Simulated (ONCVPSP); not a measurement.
## Before and after: ONCV potential for Ti

titanium, optimised norm-conserving Vanderbilt (ONCV), made with ONCVPSP 4.0.1 (BLYP, fully relativistic). Core [Ar], reference 3d2 4s1.5 (charge +0.5). Waves: 4s: rc 2.50 bohr, ncon 4, nbas 7, qcut 2.1 1/bohr, 2 projectors, debl 3.9 Ha; p scattering state at 0.4 Ha: rc 2.70 bohr, ncon 5, nbas 10, qcut 3.7 1/bohr, 2 projectors, debl 1.1 Ha; 3d: rc 1.50 bohr, ncon 5, nbas 10, qcut 9.1 1/bohr, 2 projectors, debl 3.8 Ha. Local part: polynomial inside 1.35 bohr (lpopt 5, dvloc0 -1 Ha). Core correction: polynomial model core, fcfact 0.15.

Open shells are filled in proportion to 2j + 1.

In the p channel the program set the typed energies aside and used 0.050, 1.150 Ha (j = l + 1/2; the other j can differ).

Change: p: debl 3.3. In the p channel the program set the typed energies aside and used 0.050, 3.350 Ha (j = l + 1/2; the other j can differ).

Cutoffs: the cutoffs (Ha) at which the residual kinetic energy of the hardest occupied pseudo-wave falls to 1 and 0.1 mHa per electron; they do not see the model core or the augmentation charge, which bear on the density cutoff. Errors are all-electron minus pseudo energies relative to the spin-unpolarised reference configuration.

Task: What does the change do?

Result: The potential gets neither clearly harder nor softer (36 Ha and 44 Ha → 36 Ha and 44 Ha); the bound ghost in p disappears; the errors of the 4 common tests hardly move.

| quantity | base | changed |
| --- | --- | --- |
| cutoff, loose | 36 Ha | 36 Ha |
| cutoff, tight | 44 Ha | 44 Ha |
| bound ghosts | p1/2 | none |
| GHOST(+) flags under 300 eV | s at 9.1 eV, p3/2 at 33.1 eV, p1/2 at 41.8 eV | s at 9.1 eV, p3/2 at 79.0 eV, p1/2 at 79.3 eV |
| error for 3d2 4s2, meV [ΔE -2.89 eV] | +0.6 | +0.6 |
| error for 3d2 4s1, meV [ΔE 4.40 eV] | +1.1 | +1.1 |
| error for 3d2 4s0, meV [ΔE 18.12 eV] | +16 | +16 |
| error for 3d2.5 4s1.5, meV [ΔE -2.53 eV] | -21 | -21 |
| s: phases at 2.54 bohr within 0.05 rad from the reference energy up to (Ha; the scan ends near 5) | 0.2 | 0.2 |
| p3/2: phases at 2.74 bohr within 0.05 rad from the reference energy up to (Ha; the scan ends near 5) | 2.2 | 1.9 |
| p1/2: phases at 2.74 bohr within 0.05 rad from the reference energy up to (Ha; the scan ends near 5) | 1.5 | 1.6 |
| d5/2: phases at 1.53 bohr within 0.05 rad from the reference energy up to (Ha; the scan ends near 5) | to the end of the scan | to the end of the scan |
| d3/2: phases at 1.53 bohr within 0.05 rad from the reference energy up to (Ha; the scan ends near 5) | to the end of the scan | to the end of the scan |
| rms error of d²Exc/dni dnj with the model core, mHa | 15.06 | 15.06 |

 A true bound ghost makes a file unfit for plane-wave use even where its test errors are small: the radial tests pick states by their node count and pass the ghost by.
